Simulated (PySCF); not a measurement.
SMILES N([SiH2]F)[SiH2]N (H7FN2Si2), singlet (B3LYP/def2-SVP optimised geometry):

```
12

Si    -0.449    -0.482     0.000
F     -0.912     1.085     0.000
N     -1.033    -1.325    -1.385
Si    -0.341    -1.464    -2.989
N     -1.411    -0.787    -4.165
H      1.033    -0.482     0.000
H     -1.033    -1.085     1.225
H     -1.986    -1.679    -1.306
H     -0.163    -2.882    -3.420
H      1.002    -0.823    -2.849
H     -1.453    -1.176    -5.101
H     -1.658     0.198    -4.159
```

Calculation: B3LYP/def2-TZVP run with PySCF.

Question: What are the frontier orbital energies and the dipole moment?

Answer: HOMO-2 -9.15 eV, HOMO-1 -7.94 eV, HOMO -7.32 eV, LUMO 0.27 eV, LUMO+1 0.39 eV; dipole moment 1.96 D.

On the same geometry PBE/def2-TZVP in PySCF 2.14.0 gives HOMO-2 -7.88 eV, HOMO-1 -6.79 eV, HOMO -6.15 eV, LUMO -0.32 eV, LUMO+1 -0.16 eV; dipole moment 2.00 D.

Meta-Löwdin charges at B3LYP/def2-TZVP: Si1 1.03, F2 -0.52, N3 -0.81, Si4 0.87, N5 -0.74, H6 -0.13, H7 -0.13, H8 0.24, H9 -0.14, H10 -0.15, H11 0.24, H12 0.24.
